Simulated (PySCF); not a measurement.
Compound: Y(SMe)3, C3H9S3Y (singlet state).
Geometry (PBE0-D3(BJ)/def2-SVP, Å), atoms numbered from 1 in this order:
```
atom  x, y, z in Å
Y1    -0.2067   -0.0278   -0.2201
S2     1.9203   -1.3280    0.2638
C3     3.2277   -0.4647   -0.6855
H4     3.0714   -0.5591   -1.7689
H5     4.1890   -0.9331   -0.4339
H6     3.2875    0.6002   -0.4199
S7    -0.1806    1.7887   -1.9596
C8    -1.7442    2.3811   -1.2145
H9    -2.0941    1.7717   -0.3520
H10   -2.5512    2.3625   -1.9591
H11   -1.6174    3.4081   -0.8458
S12   -2.2614   -0.5103    1.1669
C13   -1.4054   -1.9046    1.9863
H14   -0.3554   -2.0369    1.6540
H15   -1.9377   -2.8439    1.7830
H16   -1.3762   -1.7377    3.0718
```

The calculation used PBE0-D3(BJ)/def2-SVP geometry optimisation, gas phase, def2 core potentials past Kr in PySCF 2.14.0.

Question: Which atoms are bound to Y1, and at what distances?

Answer: 3 atoms: S7 2.515 Å, S12 2.526 Å, S2 2.539 Å. The nearest atom not counted as bound is H9, at 2.61 Å.

Question: List the angles at Y1.

Answer: 
| angle | degrees | distance of the outer atoms (Å) |
| --- | --- | --- |
| S7–Y1–S12 | 121.7 | 4.40 |
| S2–Y1–S7 | 119.5 | 4.37 |
| S2–Y1–S12 | 118.6 | 4.36 |

Question: What is the shape at Y1?

Answer: Planar: angles 121.7°, 119.5° and 118.6°, sum 359.9°, 0.05 Å off the plane of its three neighbours. The Y–S distances aren't all alike: 2.515 to 2.539 Å.

Question: What are the other bond lengths?

Answer: S2–C3, S7–C8, S12–C13 1.831 Å; C3–H4 and 6 like bonds 1.099 Å; C8–H9, C13–H14 1.111 Å.

Question: Give some angles away from the centre.

Answer: Y1–S2–C3 104.9°, Y1–S7–C8 86.8°, Y1–S12–C13 90.6°.

Question: What are the rotational constants (commonest isotopes, rigid rotor)?

Answer: A = 937.7, B = 879.4, C = 461.2 MHz: an asymmetric top.

Point group: C1 (no symmetry element, even within 0.4 Å). Charge 0, singlet. Stationary, but not proved a minimum.
